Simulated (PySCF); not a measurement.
# Electron correlation in Ba³⁹⁺ (barium, charge +39)

[Ne] 3s2 3p5, 2P determinant. Computed with PySCF 2.14 in an uncontracted even-tempered set (18 s from 6.9 bohr⁻², ratio 2.5; 12 p from 9 bohr⁻², ratio 2.5; 5 d from 40 bohr⁻², ratio 2.7; 4 f from 60 bohr⁻², ratio 2.7), with the spin-free X2C one-electron Hamiltonian (Gaussian nucleus). Frozen: 1s2; 15 electrons correlated; the 21 highest virtual orbitals of each spin left out.

```tsv
level	correlation energy (mhartree)
CCSD	-627.68
(T)	-1.13
CCSD(T)	-628.81
```

Diagnostics: T1 = 0.00053, D1 = 0.0024, largest double amplitude 0.021.

Task: Is a single reference adequate?

Result: Yes, within this model without spin-orbit coupling: T1 lies below 0.03 and no double amplitude reaches 0.07.

At this charge the one-electron X2C treatment keeps the bare 1/r₁₂, with no two-electron picture change or Breit term. The effect here is smaller than on the frozen 1s shell; and a scalar Hamiltonian misses the large spin-orbit splitting of the p shells, which matters for ns² → np² pairs.
